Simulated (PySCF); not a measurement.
**Excitation energy of Ar(2+) by level of theory**

Ar(2+) [Ne] 3s2 3p4 (3P) → Ar(2+) [Ne] 3s2 3p3 3d1 (5D), as a difference of total energies. Computed with PySCF 2.14 in x2c-TZVPPall with one added diffuse shell each of s, p, d type (6s6p4d1f, 51 functions), with the spin-free X2C one-electron Hamiltonian (Gaussian nucleus). Correlated levels: valence: [Ne] frozen. The calculations carry no spin-orbit coupling.

| method | excitation energy (eV) |
| --- | --- |
| UHF | 17.245 |
| MP2 (valence) | 17.923 |
| SCS-MP2 (valence) | 18.081 |
| CCSD (valence) | 18.023 |
| CCSD(T) (valence) | 18.058 |

**Question.** How much does correlation contribute at CCSD(T) (valence)?

**Answer.** 18.058 − (17.245) = 0.813 eV, measured against UHF.

A first-order spin-orbit estimate (lowest level to lowest level, LS coupling) adds 0.060 eV.

The promoted electron is Rydberg-like, and one or two diffuse shells describe it only roughly, which tends to raise the upper state.
